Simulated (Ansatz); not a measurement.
A nudged elastic band was laid between two geometries of a periodic cell of 14 atoms, HPt12F (surface Pt(111), adsorbate HF).

All numbers below come from Ansatz, DFT PBE-D3(BJ), scalar-relativistic, plane waves, PAW. Settings: cutoff 420 eV, k mesh 4x4x1, gaussian smearing 0.15 eV, no spin polarisation.

| Quantity | Value |
| --- | --- |
| movable images | 7 |
| climbing image | yes |
| spring | 1.0 eV/Å² |
| optimiser | lbfgs |
| start path | IDPP |
| force threshold | 0.05 eV/Å |
| iteration limit | 44 |
| end points | relaxed |
| atoms held | 1 to 4 |

First end point:

```xyz
14
Lattice="5.5437 0.0000 0.0000 2.7719 4.8010 0.0000 0.0000 0.0000 16.5264" Properties=species:S:1:pos:R:3
Pt 1.386 0.800 1.000
Pt 4.158 0.800 1.000
Pt 2.772 3.201 1.000
Pt 5.544 3.201 1.000
Pt -0.006 1.596 3.309
Pt 2.765 1.595 3.308
Pt 1.381 3.996 3.311
Pt 4.153 3.995 3.309
Pt -0.013 -0.011 5.624
Pt 2.754 -0.011 5.618
Pt 1.371 2.385 5.618
Pt 4.144 2.389 5.620
F 6.787 3.940 8.585
H 7.289 4.221 7.833
```

Last end point:

Only the atoms that move by more than 0.05 Å are listed.
```
Pt9 -0.065 0.062 5.615
Pt10 2.712 0.055 5.621
Pt11 1.324 2.456 5.619
Pt12 4.098 2.455 5.627
F13 8.744 4.037 8.530
H14 9.080 3.451 7.866
```

Task: What changes between the two ends?

Result: The atom that moves furthest is F13, by 1.96 Å; four of its nearest neighbours are H14 0.95, Pt10 3.33, Pt11 3.35, Pt9 3.43 Å at the first end and H14 0.95, Pt9 3.07, Pt12 3.43, Pt10 3.79 Å at the last.

Task: Give the energies along the band, and the barrier.

Result: It converged. The highest image is number 4 of 0 to 8, 0.013 eV above the first end and 0.015 eV above the last; the last end lies 0.002 eV below the first. By the program's own check the climbing image is of a kind that is not told: the force calls were inconclusive, a negative curvature could not be distinguished from the path's own, the only one lies far off the path, or fixed occupations may fill a level only in part (lowest curvatures found: -0.36 and 0.04 eV/Å²). Limits of this set-up: coarse k mesh, thin slab, slab without dipole correction, a typed lattice constant that wasn't relaxed here.

| image | path coordinate (Å) | energy (eV) |
| --- | --- | --- |
| 0 | 0.00 | 0.000 |
| 1 | 0.40 | -0.001 |
| 2 | 0.81 | -0.002 |
| 3 | 1.21 | 0.001 |
| 4 | 1.61 | 0.013 |
| 5 | 2.23 | -0.002 |
| 6 | 2.85 | 0.002 |
| 7 | 3.47 | -0.001 |
| 8 | 4.09 | -0.002 |

Task: What is the geometry of the highest image?

Result: 
```xyz
14
Lattice="5.5437 0.0000 0.0000 2.7719 4.8010 0.0000 0.0000 0.0000 16.5264" Properties=species:S:1:pos:R:3
Pt 1.386 0.800 1.000
Pt 4.158 0.800 1.000
Pt 2.772 3.201 1.000
Pt 5.544 3.201 1.000
Pt 0.002 1.577 3.308
Pt 2.776 1.576 3.310
Pt 1.390 3.977 3.311
Pt 4.163 3.977 3.310
Pt 0.010 -0.045 5.618
Pt 2.780 -0.047 5.624
Pt 1.394 2.350 5.617
Pt 4.167 2.353 5.622
F 7.485 3.612 8.721
H 7.643 3.513 7.794
```

Run time: 28 min on 4 threads of Intel(R) Xeon(R) Platinum 8488C (Sapphire Rapids), on a shared host, peak memory 4.6 GiB.
